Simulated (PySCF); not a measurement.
Spectrum to structure. Level of theory: TDDFT PBE0/def2-SVPD, vertical, gas phase, core orbitals frozen in the response in PySCF. Geometries: PBE0-D3(BJ)/def2-SVP, one conformer each.

| state | λ (nm) | f |
| --- | --- | --- |
| S1 | 216.5 | 0.0091 |
| S2 | 207.6 | 0.0001 |
| S3 | 187.2 | 0.069 |
| S4 | 183.1 | 0.111 |
| S5 | 179.1 | 0.010 |
| S6 | 171.8 | 0.093 |

Problem. Which candidate is it?
A. `B[C@@H]1CC[C@@H]1C`
B. `ClCC=C=C`
C. `CBC/C=C\C`
D. `B/C=C(\C)CC`
E. `C(C)(C)(C)C`

Solution. B. Its S1 lies at 5.73 eV; the nearest of the others has S1 at 5.23 eV. S1 is HOMO→LUMO+1 (39%), HOMO→LUMO (31%), HOMO-1→LUMO (13%). Löwdin shares by element: HOMO carbon 72% or more, chlorine 14%; LUMO carbon 54% or more, chlorine 22% (atoms not listed hold the other 24%). At the same level the other candidates give, for their lowest levels:
- `B/C=C(\C)CC`: 242 nm (f 0.009); 235 nm (f 0.386); 230 nm (f 0.005); 187 nm (f 0.005); 176 nm (f 0.001); HOMO -7.59, LUMO -1.80 eV
- `CBC/C=C\C`: 262 nm (f 0.006); 203 nm (f 0.003); 196 nm (f 0.006); 184 nm (f 0.005); 182 nm (f 0.027); HOMO -6.71, LUMO -0.75 eV
- `B[C@@H]1CC[C@@H]1C`: 237 nm (f 0.001); 229 nm (f 0.001); 198 nm (f 0.020); 191 nm (f 0.018); 172 nm (f 0.001); HOMO -8.07, LUMO -1.23 eV
- `CC(C)(C)C`: 145 nm (f 0.285 summed over 3 states); 131 nm (f 0.000 summed over 3 states); 128 nm (f 0.008 summed over 3 states) [of 10 roots; the last level is left out, as the window may have cut its degenerate partner]; T1 8.34 eV; HOMO -9.03, LUMO 0.62 eV

Conformer computed: `[CH2:1]=[C:2]=[CH:3][CH2:4][Cl:5]`: C2–C3–C4–Cl5 -118°.
Triplets come from the Tamm–Dancoff approximation.
